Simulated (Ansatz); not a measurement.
K4Bi2⁺. Total charge 1; doublet. Geometry r2SCAN-D4/def2-SVP, basis def2-TZVP, Ansatz.

```xyz
6

K     1.890   -1.819    1.820
K     0.723    1.620   -2.643
K    -0.319    2.699    2.942
K    -2.689   -1.437   -1.226
Bi   -0.382    0.526    0.485
Bi    0.777   -1.589   -1.378
```

```csv
run,HOMO (eV),LUMO (eV)
A,-6.02,-3.44
B,-5.52,-4.00
C,-4.89,-4.47
D,-5.41,-4.23
E,-4.97,-4.71
F,-4.90,-4.36
```

In the def2 sets Bi takes a core potential; there is no spin–orbit coupling. B3LYP takes the VWN-RPA correlation. The structure comes from a short search, and lower isomers may exist.

HOMO and LUMO are taken over both spins.

**Question.** The runs used B3LYP, B97M-V, BHLYP, PBE, PBE0, r2SCAN. Estimate which is which.

**Answer.** A BHLYP (50 % exact exchange); B PBE0 (25 % exact exchange); C B97M-V (0 % exact exchange); D B3LYP (20 % exact exchange); E PBE (0 % exact exchange); F r2SCAN (0 % exact exchange). Exact exchange lowers occupied and raises empty levels; among semilocal functionals meta-GGAs tend to open the gap a little, and such runs are hard to tell apart. The gap grows from 0.26 eV (PBE) to 2.58 eV (BHLYP).
